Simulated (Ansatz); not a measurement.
Relaxation of Be2Cl4 with RKS r2SCAN-D4/def2-SVP.

```sh
$ ansatz run in.yaml --threads 4 --pin off --events-out ev --progress --plain --max-ram 3916MiB
```

```yaml
crystal:
  periodic: [false, false, false]
  atoms:
    - {symbol: Be, position_ang: [0.145800, -1.413510, -0.881860]}
    - {symbol: Be, position_ang: [-0.121380, 1.784510, 1.168460]}
    - {symbol: Cl, position_ang: [0.192870, -3.089160, -0.027180]}
    - {symbol: Cl, position_ang: [0.255080, 0.138210, 0.472300]}
    - {symbol: Cl, position_ang: [-0.482830, 3.380670, 1.928340]}
    - {symbol: Cl, position_ang: [0.010470, -0.800720, -2.660060]}
basis:
  gaussian: {orbitals: def2-SVP}
hamiltonian: {xc: r2scan, dispersion: d4}
scf: {omitted_lower_state_checks: [starts]}
output: {orbitals: {seedname: orbitals}}
relax: {f_tol: 0.02, max_steps: 100}
```

It took 51 s on 4 threads of Arm Neoverse N1 on a shared host.

Positions (Å) and forces (eV/Å) at steps 1, 2, 3, 4, 5, 6, 7, 8, 9, 10, 11, 12, 13, 14, 15 of 15:

```xyz
6
step=1 energy=-50880.4152 eV
Be    0.146   -1.414   -0.882   -0.212   -1.221   -1.295
Be   -0.121    1.785    1.168   -0.238    0.670    0.125
Cl    0.193   -3.089   -0.027    0.025    0.326    0.000
Cl    0.255    0.138    0.472    0.342    0.403    0.968
Cl   -0.483    3.381    1.928    0.052   -0.188   -0.091
Cl    0.010   -0.801   -2.660    0.030    0.011    0.292
6
step=2 energy=-50880.5651 eV
Be    0.128   -1.441   -0.920   -0.144   -0.741   -0.923
Be   -0.120    1.790    1.181   -0.142    0.305   -0.059
Cl    0.197   -3.092   -0.037    0.004    0.217   -0.019
Cl    0.295    0.107    0.562    0.253    0.281    0.745
Cl   -0.499    3.404    1.883    0.022   -0.080   -0.041
Cl   -0.001   -0.768   -2.669    0.008    0.018    0.299
6
step=3 energy=-50880.7270 eV
Be    0.111   -1.491   -0.989   -0.048   -0.257   -0.289
Be   -0.124    1.799    1.168    0.087   -0.320   -0.161
Cl    0.189   -3.094   -0.053   -0.006    0.039   -0.045
Cl    0.383    0.054    0.728    0.006    0.433    0.378
Cl   -0.531    3.430    1.808   -0.026    0.031   -0.040
Cl   -0.029   -0.698   -2.662   -0.013    0.074    0.158
6
step=4 energy=-50880.8046 eV
Be    0.115   -1.533   -1.020   -0.030    0.014   -0.171
Be   -0.113    1.759    1.173   -0.009    0.048   -0.036
Cl    0.252   -3.134   -0.115    0.001   -0.041   -0.056
Cl    0.328   -0.017    0.906    0.015    0.115    0.165
Cl   -0.504    3.465    1.631    0.018   -0.121   -0.082
Cl   -0.077   -0.541   -2.574    0.005   -0.014    0.180
6
step=5 energy=-50880.8433 eV
Be    0.101   -1.568   -1.020    0.002    0.208   -0.206
Be   -0.101    1.743    1.165   -0.019    0.031   -0.022
Cl    0.294   -3.213   -0.216   -0.020    0.053   -0.050
Cl    0.317   -0.061    1.057   -0.032    0.146    0.076
Cl   -0.501    3.491    1.462    0.059   -0.263   -0.090
Cl   -0.109   -0.393   -2.449    0.011   -0.176    0.292
6
step=6 energy=-50880.8689 eV
Be    0.145   -1.506   -1.000   -0.137    0.177   -0.097
Be   -0.089    1.668    1.152   -0.041    0.081   -0.041
Cl    0.288   -3.189   -0.261    0.033    0.056   -0.102
Cl    0.318   -0.148    1.197   -0.048    0.271   -0.031
Cl   -0.497    3.444    1.271    0.099   -0.410   -0.058
Cl   -0.166   -0.269   -2.360    0.095   -0.175    0.329
6
step=7 energy=-50880.9161 eV
Be    0.112   -1.488   -0.955   -0.016    0.135    0.046
Be   -0.097    1.631    1.120    0.013   -0.159   -0.092
Cl    0.353   -3.208   -0.357    0.001    0.009   -0.027
Cl    0.271   -0.179    1.288   -0.025    0.090   -0.029
Cl   -0.453    3.403    1.115    0.013   -0.059   -0.023
Cl   -0.188   -0.159   -2.209    0.013   -0.016    0.126
6
step=8 energy=-50880.9682 eV
Be    0.118   -1.421   -0.888    0.003   -0.012    0.241
Be   -0.097    1.553    1.056   -0.007   -0.095   -0.185
Cl    0.365   -3.180   -0.399   -0.002    0.046   -0.090
Cl    0.260   -0.244    1.331    0.012   -0.025    0.048
Cl   -0.435    3.324    0.963    0.005   -0.015   -0.003
Cl   -0.211   -0.030   -2.063   -0.010    0.101   -0.012
6
step=9 energy=-50881.0403 eV
Be    0.108   -1.354   -0.816    0.065   -0.161    0.378
Be   -0.097    1.471    0.984   -0.007   -0.151   -0.308
Cl    0.376   -3.149   -0.456   -0.033    0.145   -0.144
Cl    0.262   -0.308    1.407   -0.005    0.010    0.023
Cl   -0.424    3.239    0.799    0.005   -0.006    0.041
Cl   -0.226    0.102   -1.919   -0.026    0.162    0.011
6
step=10 energy=-50881.1486 eV
Be    0.133   -1.308   -0.737    0.027   -0.255    0.510
Be   -0.102    1.406    0.890   -0.024   -0.263   -0.556
Cl    0.367   -3.135   -0.521   -0.017    0.216   -0.164
Cl    0.259   -0.347    1.447    0.038   -0.076    0.099
Cl   -0.416    3.172    0.680   -0.008    0.122    0.105
Cl   -0.240    0.211   -1.758   -0.016    0.256    0.005
6
step=11 energy=-50881.3575 eV
Be    0.105   -1.260   -0.637    0.171   -0.381    0.676
Be   -0.105    1.321    0.755   -0.032   -0.364   -0.900
Cl    0.370   -3.095   -0.586   -0.065    0.224   -0.187
Cl    0.273   -0.389    1.498   -0.004   -0.071    0.048
Cl   -0.417    3.097    0.572   -0.015    0.250    0.249
Cl   -0.226    0.327   -1.602   -0.056    0.342    0.113
6
step=12 energy=-50881.6557 eV
Be    0.176   -1.249   -0.529    0.023   -0.562    0.862
Be   -0.105    1.271    0.570   -0.163   -0.122   -0.832
Cl    0.344   -3.092   -0.664    0.005    0.308   -0.162
Cl    0.244   -0.389    1.508    0.136   -0.229    0.148
Cl   -0.417    3.073    0.553    0.031    0.212    0.344
Cl   -0.242    0.385   -1.439   -0.033    0.394   -0.359
6
step=13 energy=-50881.8465 eV
Be    0.148   -1.252   -0.386    0.115   -0.337    0.463
Be   -0.149    1.228    0.386   -0.039    0.797    0.311
Cl    0.354   -3.063   -0.709   -0.040    0.212   -0.097
Cl    0.268   -0.384    1.521   -0.051    0.038   -0.175
Cl   -0.397    3.069    0.624    0.076   -0.477    0.156
Cl   -0.224    0.403   -1.435   -0.061   -0.233   -0.657
6
step=14 energy=-50881.9230 eV
Be    0.157   -1.274   -0.309    0.006   -0.050   -0.003
Be   -0.150    1.274    0.311   -0.009    0.056    0.005
Cl    0.354   -3.057   -0.734   -0.003    0.040    0.006
Cl    0.254   -0.333    1.499   -0.004    0.009   -0.016
Cl   -0.383    3.054    0.732    0.009   -0.045    0.000
Cl   -0.232    0.335   -1.498    0.002   -0.010    0.007
6
step=15 energy=-50881.9233 eV
Be    0.156   -1.276   -0.308    0.001   -0.007    0.001
Be   -0.151    1.277    0.307    0.000    0.005    0.003
Cl    0.357   -3.056   -0.734    0.001    0.001    0.000
Cl    0.251   -0.330    1.496   -0.001    0.001   -0.001
Cl   -0.378    3.053    0.737    0.001   -0.001    0.000
Cl   -0.234    0.333   -1.498   -0.001    0.000   -0.003
```

The structure comes from a short search, and lower isomers may exist.
